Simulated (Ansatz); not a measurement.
Reaction (ligand exchange at the Si–S bond): `[SiH3]S[SiH2]Cl` + `[OH][Ge][O][SiH3]` → `[SiH3][O][Ge][O][SiH3]` + `S[SiH2]Cl`

Computed with Ansatz on PBE0-D4/def2-TZVP structures; ΔE is electronic, products minus reactants. CCSD(T)/CBS adds triple-zeta CCSD(T) − MP2 to the extrapolated MP2 energy (def2 sets, frozen cores). Functionals use def2-TZVPP. B3LYP here is the variant with VWN-RPA as its local correlation; programs differ in this. For Ge outer-core shells are correlated without core-valence functions, which leaves a few kJ/mol of doubt a bond. Scalar relativity is left out up to krypton. Each species was taken in one conformer, which may not be the lowest.

| level | ΔE (kJ/mol) |
| --- | --- |
| r2SCAN-D4 | -30.5 |
| B3LYP-D4 | -38.6 |

Problem. What does CCSD(T)/CBS give? (An estimate is asked.)

Solution. Ansatz gave: -34.5 kJ/mol. The listed levels differ from it by 4.0, -4.1 kJ/mol.

Largest T1 diagnostic among the species: 0.015.

From PBE to PBE0 (25 % exact exchange), in def2-TZVPP and without D4, ΔE moves by −3.8 kJ/mol. In def2-TZVPP, CCSD(T) changes the Hartree–Fock value by +18.4 kJ/mol (the triples alone add +3.4 kJ/mol) and MP2 by +22.6 kJ/mol.
